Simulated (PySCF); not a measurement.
Structure problem from calculated spectra and properties.

Elements present: Al, C, H and O. Monoisotopic mass: 162.0837 u.

| Item | Value |
| --- | --- |
| NMR, other nuclei | isotropic shieldings of nuclei other than C and H, by class: 287 (3 O), 486 (1 Al) ppm [GIAO PBE0/pcSseg-1] |
| Rotational structure | rotational constants A, B, C: 0.943, 0.927, 0.536 GHz [PBE0-D3(BJ)/def2-SVP] |
| Dipole | 0.43 D [PBE0/pcSseg-1] |
| 1H NMR | chemical shifts (computed TMS as zero) by class: 3.83 (6 H), 1.21 (9 H) ppm [GIAO PBE0/pcSseg-1] |
| 13C NMR | chemical shifts (computed TMS as zero) by class: 61.9 (3 C), 22.7 (3 C) ppm [GIAO PBE0/pcSseg-1] |

Gas-phase values; electronic properties from PySCF, density fitting. Levels stand in brackets. One conformer (not necessarily the lowest) at the PBE0-D3(BJ)/def2-SVP geometry, without solvent, vibrations or thermal averaging. Each NMR value is the plain mean over a class of atoms that symmetry, rotation or inversion makes alike.

Q: Which formula fits the mass and the elements?

A: C6H15AlO3 (calculated 162.0837). No other formula that holds each of these elements comes within 0.0003 u with a fitting electron parity and a possible valence count.

Q: Give a SMILES that accounts for the data.

A: Numbering: `[CH3:1][CH2:2][O:3][Al:4]([O:5][CH2:6][CH3:7])[O:8][CH2:9][CH3:10]`. 6 carbons fall into 2 classes; from least to most shielded: sp3 carbon bound to oxygen [C2/C6/C9] (61.9 ppm, 3 C), methyl carbon [C1/C7/C10] (22.7 ppm, 3 C). Hydrogen classes from least to most shielded: 6 H on 3 like atoms (sp3 carbon bound to oxygen), C2/C6/C9 (3.83 ppm), 9 H on 3 methyl carbons, C1/C7/C10 (1.21 ppm, a mean of values up to 0.6 ppm apart in this geometry). The other shieldings belong to: 287 ppm, oxygen bonded to Al and C [O3/O5/O8]; 486 ppm, aluminium bonded to 3 O [Al4]. By its constants the optimised geometry is a nearly oblate symmetric top. Structure: aluminum triethanolate, `CC[O][Al]([O]CC)[O]CC`. The assignments are read from this structure; whether some other isomer fits the data as well wasn't checked.
